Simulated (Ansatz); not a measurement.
`F[Si](F)(F)S` + CH₃SH → `CS[Si](F)(F)F` + H₂S at 298.15 K and 1 bar (ligand exchange at the Si–S bond).

Gas-phase electronic energies from Ansatz, PBE0-D4/def2-TZVP geometries. CCSD(T)/CBS adds triple-zeta CCSD(T) − MP2 to the extrapolated MP2 energy (def2 sets, frozen cores). This one scheme is used for every species. One conformer a species, not always the lowest.

```tsv
species	CCSD(T)/CBS energy (Eh)	H − E (kJ/mol)	S (J/(mol·K))
`F[Si](F)(F)S`	-987.07717	69.1	331.6
CH₃SH	-438.22835	133.0	253.2
`CS[Si](F)(F)F`	-1026.33397	151.9	370.2
H₂S	-398.97279	49.9	205.7
```

H − E and S are ideal-gas, rigid-rotor, harmonic terms from PBE0-D4/def2-TZVP, for one conformer and one mirror image of each species. 1 Eh = 2625.50 kJ/mol, R = 8.31446 J/(mol·K).

Q: By hand: ΔE, ΔH, ΔS and ΔG.

A: ΔE = (-1026.33397) + (-398.97279) − (-987.07717) − (-438.22835) = -0.00124 Eh = -3.3 kJ/mol. Δ(H − E) = 151.9 + 49.9 − 69.1 − 133.0 = -0.3, so ΔH = -3.6 kJ/mol. ΔS = 370.2 + 205.7 − 331.6 − 253.2 = -8.9 J/(mol·K). ΔG = -3.6 − 298.15 × (-8.9)/1000 = -0.9 kJ/mol.

Q: By hand: the equilibrium constant, and the temperature at which ΔG would vanish if ΔH and ΔS stayed fixed.

A: log₁₀ K = −ΔG/(RT ln 10) = 0.2. ΔG = 0 at ΔH/ΔS = 404 K, though so small a ΔH makes that figure unsure.

TΔS isn't small against ΔH here. The sign of ΔG lies within the doubt. A doubt of 5 kJ/mol in ΔE shifts log₁₀ K by 0.9 here. Other conformers and mirror images would add mixing entropy, several J/(mol·K) or more a flexible species. Modes under 60 cm⁻¹, often nearly free rotors, make the harmonic entropy too high. These are equilibria of isolated gas molecules and say nothing of rates. Largest T1 diagnostic: 0.012 (customary marks: 0.02 for closed shells, 0.045 for open ones).
